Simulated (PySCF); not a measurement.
A calculated (PBE, PySCF 2.14, aug-cc-pCVTZ-DK, scalar relativity by spin-free X2C-1e) atom or ion has these occupied shells.

```csv
shell,electrons,orbital energy (eV),"rms radius, mean of both spins (bohr)"
1s α,1,-1268.4,0.151
1s β,1,-1268.4,0.151
2s α,1,-88.859,0.764
2s β,1,-88.700,0.764
2p α,3,-55.630,0.779
2p β,3,-55.458,0.779
3s α,1,-11.914,2.97
```

Q: Name the element and its charge.

A: Mg⁺ (magnesium, charge +1), in [Ne] 3s1, 2S determinant.
